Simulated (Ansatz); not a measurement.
Consider the ligand exchange at the Si–F bond: silicon tetrafluoride + CH₃SH → `CS[Si](F)(F)F` + H–F.

Computed with Ansatz on PBE0-D4/def2-TZVP structures; ΔE is electronic, products minus reactants. CCSD(T)/CBS adds triple-zeta CCSD(T) − MP2 to the extrapolated MP2 energy (def2 sets, frozen cores). This one scheme is used for every species. DFT in def2-TZVPP. Each species was taken in one conformer, which may not be the lowest.

```
      level  ΔE (kJ/mol)
LDA (SPW92)         76.5
  revPBE-D4         64.7
 r2SCAN0-D4         88.9
       PBE0         82.7
```

Q: What does CCSD(T)/CBS give? (Estimate.)

A: Ansatz gave: +87.2 kJ/mol. The listed levels differ from it by -10.7, -22.5, 1.7, -4.5 kJ/mol.

Largest T1 diagnostic among the species: 0.011.

From BLYP to BHLYP (50 % exact exchange), in def2-TZVPP and without D4, ΔE moves by +9.2 kJ/mol. Leaving LDA and LC-ωPBE aside and taking each functional with its dispersion term where it has one, the values, not all of them listed here, spread over 30.9 kJ/mol, from revPBE-D4 to B2PLYP. In def2-TZVPP, CCSD(T) changes the Hartree–Fock value by −25.7 kJ/mol (the triples alone add −5.1 kJ/mol) and MP2 by −30.1 kJ/mol.
